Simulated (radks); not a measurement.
Excited configurations of neutral antimony: one electron is placed in a higher orbital outside [Kr] 4d10 5s2 5p2. The ground configuration is [Kr] 4d10 5s2 5p3. All-electron calculation, Dirac Kohn-Sham, PBE, spin-unpolarised, spherical densities, finite nucleus; open shells fill j = l - 1/2 first; Fermi nuclear charge, rms radius 4.6802 fm. Program: a radial shooting solver on a logarithmic mesh with Libxc functionals. Excitation = E - E(ground); binding = E(ion) - E, where the ion is the core of charge +1; n* = 1/sqrt(2 binding) in atomic units, and the quantum defect is n - n*.

\begin{tabular}{lrrrrr}
outer orbital & excitation (eV) & binding (eV) & quantum defect & eigenvalue (eV) & <r> (bohr) \\ \hline
5d3/2 & 6.066 & 1.894 & 2.320 & -0.661 & 8.109 \\
5f5/2 & 7.324 & 0.636 & 0.375 & -0.366 & 28.96 \\
6s1/2 & 4.745 & 3.215 & 3.943 & -1.802 & 6.756 \\
6p1/2 & 5.742 & 2.218 & 3.523 & -1.199 & 8.849 \\
6d3/2 & 6.776 & 1.184 & 2.611 & -0.640 & 15.73 \\
6f5/2 & 7.499 & 0.461 & 0.568 & -0.287 & 43.35 \\
7s1/2 & 6.377 & 1.583 & 4.068 & -0.963 & 13.87 \\
7p1/2 & 6.735 & 1.225 & 3.668 & -0.731 & 17.15 \\
7d3/2 & 7.200 & 0.760 & 2.768 & -0.463 & 26.63 \\
\end{tabular}

The Delta-SCF ionisation energy is 7.960 eV (NIST Atomic Spectra Database: 8.608 eV, measured). Self-interaction in the functional shifts the binding energies and quantum defects, so they are the method's values and not measured ones. Spin polarisation and multiplet splitting are left out, so open shells lie too high by an amount that depends on their filling.

Beside tabulated values, note that spin-unpolarised runs miss the spin-polarisation part of the exchange energy of open shells.
